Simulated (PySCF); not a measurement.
One molecule, one basis, several functionals.

Compound: C₃H₅AlClF.
Structure used (PBE0-D3(BJ)/def2-SVP), in Å, numbered top down from 1:
```xyz
11
C3H5AlClF angstrom
C     -1.883   -0.096   -0.476
C     -0.754   -0.658   -0.037
C      0.267    0.000    0.828
Al     1.899    0.475   -0.120
F      3.227    1.004    0.728
Cl     2.106    0.364   -2.198
H     -2.568   -0.638   -1.133
H     -2.162    0.925   -0.197
H     -0.530   -1.685   -0.355
H     -0.125    0.934    1.269
H      0.567   -0.642    1.676
```

PySCF, pcSseg-2 basis, density fitting, gas phase, PBE0-D3(BJ)/def2-SVP geometry. One functional is left out:

| functional | exact exchange (%) | HOMO energy (eV) | LUMO energy (eV) | dipole moment (D) |
| --- | --- | --- | --- | --- |
| B97-D | 0 | -6.10 | -1.55 | 1.919 |
| BLYP | 0 | -6.03 | -1.62 | 1.936 |
| BP86 | 0 | -6.28 | -1.75 | 1.948 |
| LDA | 0 | -6.39 | -1.97 | 2.013 |
| OPBE | 0 | -6.13 | -1.37 | 1.922 |
| PBE | 0 | -6.19 | -1.70 | 1.950 |
| B97-2 | 21 | -7.01 | -0.84 | 1.988 |
| PBE0 | 25 | -7.27 | -0.87 | 2.013 |
| mPW1PW91 | 25 | -7.29 | -0.86 | 2.008 |
| BHandHLYP | 50 | -8.21 | -0.11 | 2.047 |

**Question.** Predict the row of B3LYP (20 % exact exchange) by straight lines through the other rows, and check it.

**Answer.** 
| property | line | computed | computed − line | B97-2 (21 %), for comparison |
| --- | --- | --- | --- | --- |
| HOMO energy (eV) | -7.02 | -7.06 | -0.04 | -7.01 |
| LUMO energy (eV) | -1.01 | -1.12 | -0.11 | -0.84 |
| dipole moment (D) | 1.991 | 1.992 | +0.001 | 1.988 |

**Question.** Which of these properties follows the share of exact exchange most closely, and which least?

**Answer.** Most closely the HOMO energy, least the dipole moment; the correlations over the tabulated rows are HOMO energy -0.990, LUMO energy 0.961, dipole moment 0.813. The HOMO energy moves by -0.412 eV for every 10 %. Functionals with the same share still differ in their other parts: at 0 % BLYP and LDA differ by 0.36 eV in it.
